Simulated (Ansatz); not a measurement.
Al7As7. Total charge 0; singlet. Geometry PBE-D4/def2-SVP.

| atom | x (Å) | y (Å) | z (Å) |
| --- | --- | --- | --- |
| Al1 | -1.0060 | 1.6994 | -0.5048 |
| Al2 | 0.0706 | -2.8453 | 1.3511 |
| Al3 | -1.9753 | -1.0413 | 1.2420 |
| Al4 | -1.2664 | -1.3051 | -1.3413 |
| Al5 | 0.8080 | 1.6159 | -2.4302 |
| Al6 | 1.1363 | -0.0574 | 0.3670 |
| Al7 | 1.4481 | 3.1203 | -0.3605 |
| As8 | -1.8690 | -3.2611 | 0.0104 |
| As9 | -3.0054 | 0.3254 | -0.5296 |
| As10 | 2.6058 | 3.1874 | -2.3998 |
| As11 | -0.3409 | -1.1202 | 3.1384 |
| As12 | 2.0086 | -1.5885 | 2.0074 |
| As13 | 0.3938 | 2.0624 | 1.5288 |
| As14 | 0.9919 | -0.7919 | -2.0789 |

The 6-31G sets use Cartesian d functions. B3LYP takes the VWN-RPA correlation. Single mean-field runs in def2-TZVP are fitted with def2-universal-jkfit.

Estimate the orbital energies around the gap (eV) in Ansatz with HF/STO-3G, HF/6-31G, r2SCAN-D4/def2-TZVP, B3LYP-D4/6-31G, PBE0-D4/def2-TZVP.


| orbital | HF/STO-3G | HF/6-31G | r2SCAN-D4/def2-TZVP | B3LYP-D4/6-31G | PBE0-D4/def2-TZVP |
| --- | --- | --- | --- | --- | --- |
| HOMO−9 | -5.80 | -9.73 | -6.98 | -7.57 | -7.60 |
| HOMO−8 | -5.57 | -9.64 | -6.82 | -7.45 | -7.47 |
| HOMO−7 | -5.43 | -9.46 | -6.67 | -7.27 | -7.29 |
| HOMO−6 | -5.20 | -9.24 | -6.43 | -7.06 | -7.04 |
| HOMO−5 | -5.17 | -9.06 | -6.32 | -6.91 | -6.93 |
| HOMO−4 | -4.94 | -8.91 | -6.25 | -6.85 | -6.87 |
| HOMO−3 | -4.16 | -8.30 | -5.82 | -6.39 | -6.41 |
| HOMO−2 | -3.89 | -7.99 | -5.57 | -6.12 | -6.13 |
| HOMO−1 | -3.52 | -7.73 | -5.33 | -5.86 | -5.91 |
| HOMO | -3.10 | -7.28 | -5.07 | -5.61 | -5.57 |
| LUMO | 4.02 | -1.72 | -4.10 | -3.90 | -3.60 |
| LUMO+1 | 5.29 | -0.81 | -3.58 | -3.29 | -3.02 |
| LUMO+2 | 5.45 | -0.42 | -3.25 | -2.97 | -2.70 |
| LUMO+3 | 5.90 | -0.16 | -2.94 | -2.69 | -2.38 |
| LUMO+4 | 6.13 | 0.13 | -2.65 | -2.37 | -2.09 |
| LUMO+5 | 6.52 | 0.49 | -2.47 | -2.13 | -1.91 |
